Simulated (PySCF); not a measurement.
Species: trifluorosilane, F3HSi.
SMILES: `[SiH](F)(F)F`

Method used: PBE0-D3(BJ)/def2-TZVP geometry optimisation, gas phase (PySCF 2.14.0).

Masses are those of the commonest isotopes; rigid-rotor values at the optimised geometry. 

(1) What are A, B and C (MHz)?

(2) What kind of rotor is it?

(3) What does the inertial defect say?

(4) Give the other two planar moments, Paa and Pbb, and the rms extents of the mass along the axes.

(5) Where do the R-branch lines fall?

(6) Estimate the classical rotational partition function at 10 K, 25 K and 100 K.

Results:

(1) Ia = 70.70, Ib = 70.95, Ic = 123.35 u·Å²; 505379 MHz·u·Å²/I gives A = 7148, B = 7123, C = 4097 MHz.

(2) An oblate symmetric top, as the point group C3v requires two equal moments; the computed ones differ by 0.36 % because the geometry is symmetric only within the optimiser's tolerance; Ray's κ = 0.983.

(3) Not planar: Δ = Ic − Ia − Ib = -18.30 u·Å². For a rigid frame Δ = −2 Σ m c², so Σ m c² = 9.15 u·Å² lies off the ab plane: 3.31 from hydrogen and 5.84 from heavier atoms. The atom farthest from that plane is 1.81 Å away.

(4) Paa = Σ m a² = (Ib + Ic − Ia)/2 = 61.80 and Pbb = Σ m b² = (Ia + Ic − Ib)/2 = 61.55 u·Å². With the mass M = 85.98 u, the rms extents √(P/M) along a, b and c are 0.85, 0.85, 0.33 Å.

(5) The dipole of 1.32 D lies along the symmetry axis, so ΔK = 0 and J+1 ← J falls at 2B(J+1) for every K: 14.27 GHz, 28.54 GHz, 42.81 GHz, 57.08 GHz, 71.36 GHz for J = 0 to 4.

(6) Point group C3v, symmetry number σ = 3; q = (√π/σ)·√((kT/h)³/(ABC)), k/h = 20836.6 MHz/K: 123 at 10 K, 486 at 25 K, 3890 at 100 K.

Whether it is a minimum is left open (no frequencies). Constants of a rigid frame at the computed geometry: no zero-point averaging, no centrifugal distortion.
